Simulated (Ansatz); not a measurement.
Born–Oppenheimer molecular dynamics of AlCl2F (4 atoms, charge 0, multiplicity 1). It starts from a relaxed structure.

Theory: Ansatz 0.2.0, RKS r2SCAN/6-31G*.

- ensemble: NVT, Nosé–Hoover chain
- time step: 2 fs
- steps asked: 300
- set temperature: 300 K
- thermostat: time constant 50 fs, chain length 1
- seed: 901920

First frame:

```xyz
4
Properties=species:S:1:pos:R:3
Al 0.000 0.000 -0.032
F 0.000 0.000 1.609
Cl 1.804 0.000 -1.058
Cl -1.804 0.000 -1.058
```

How far do the bonds stretch over the last three quarters of this one trajectory? (Pairs bonded in most of those frames.)


```tsv
bond	mean (Å)	spread (Å)	shortest	longest
Al1–F2	1.644	0.032	1.59	1.71
Al1–Cl3	2.079	0.013	2.05	2.11
Al1–Cl4	2.080	0.015	2.05	2.12
```

Mean temperature of the second half: 315 K. The conserved energy stayed within 0.48 meV per atom of its start (net change 0.037 meV per atom), so the integration is sound. A run of 0.6 ps of so small a system gives no equilibrium averages.

Time of the run: 21 min on 1 thread of Arm Neoverse V1, on a shared host, peak memory 0.12 GiB.
